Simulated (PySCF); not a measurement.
Molfile (atoms numbered from 1):
```
C4H12Si
     RDKit          3D

 17 16  0  0  0  0  0  0  0  0999 V2000
   -0.4066   -1.2134   -1.4194 C   0  0  0  0  0  0  0  0  0  0  0  0
   -0.0012   -0.0007   -0.0018 Si  0  0  0  0  0  4  0  0  0  0  0  0
    0.0081    1.7855   -0.6754 C   0  0  0  0  0  0  0  0  0  0  0  0
   -1.3198   -0.1549    1.3703 C   0  0  0  0  0  0  0  0  0  0  0  0
    1.7161   -0.4155    0.7216 C   0  0  0  0  0  0  0  0  0  0  0  0
   -1.3797   -1.0036   -1.8532 H   0  0  0  0  0  0  0  0  0  0  0  0
   -0.4187   -2.2416   -1.0702 H   0  0  0  0  0  0  0  0  0  0  0  0
    0.3270   -1.1480   -2.2173 H   0  0  0  0  0  0  0  0  0  0  0  0
    0.2425    2.5019    0.1064 H   0  0  0  0  0  0  0  0  0  0  0  0
   -0.9581    2.0579   -1.0892 H   0  0  0  0  0  0  0  0  0  0  0  0
    0.7465    1.9077   -1.4621 H   0  0  0  0  0  0  0  0  0  0  0  0
   -2.3121    0.0753    0.9941 H   0  0  0  0  0  0  0  0  0  0  0  0
   -1.3509   -1.1605    1.7791 H   0  0  0  0  0  0  0  0  0  0  0  0
   -1.1170    0.5258    2.1917 H   0  0  0  0  0  0  0  0  0  0  0  0
    1.7463   -1.4264    1.1171 H   0  0  0  0  0  0  0  0  0  0  0  0
    2.4931   -0.3368   -0.0328 H   0  0  0  0  0  0  0  0  0  0  0  0
    1.9775    0.2592    1.5312 H   0  0  0  0  0  0  0  0  0  0  0  0
  1  2  1  0
  2  3  1  0
  2  4  1  0
  2  5  1  0
  1  6  1  0
  1  7  1  0
  1  8  1  0
  3  9  1  0
  3 10  1  0
  3 11  1  0
  4 12  1  0
  4 13  1  0
  4 14  1  0
  5 15  1  0
  5 16  1  0
  5 17  1  0
M  END
```

Geometry: GFN2-xTB; GIAO absolute shieldings from PySCF, gas phase, non-relativistic, averaged over equivalent atoms.

At mPW1PW91/6-311+G(2d,p) (215 basis functions, about 17 core-seconds):
```tsv
atoms	σ (ppm)
C1/C3/C4/C5	188.2
Si2	341.2
H6/H7/H8/H9/H10/H11/H12/H13/H14/H15/H16/H17	32.03
```

Estimate the result of repeating the calculation with CAM-B3LYP/6-311+G(2d,p).

Answers


```tsv
atoms	σ at CAM-B3LYP/6-311+G(2d,p)	change
C1/C3/C4/C5	187.4	-0.8
Si2	331.5	-9.7
H6/H7/H8/H9/H10/H11/H12/H13/H14/H15/H16/H17	32.10	+0.07
```

The largest change is at Si2 (silicon bonded to 4 C). Cost: 215 basis functions, roughly 22 core-seconds.
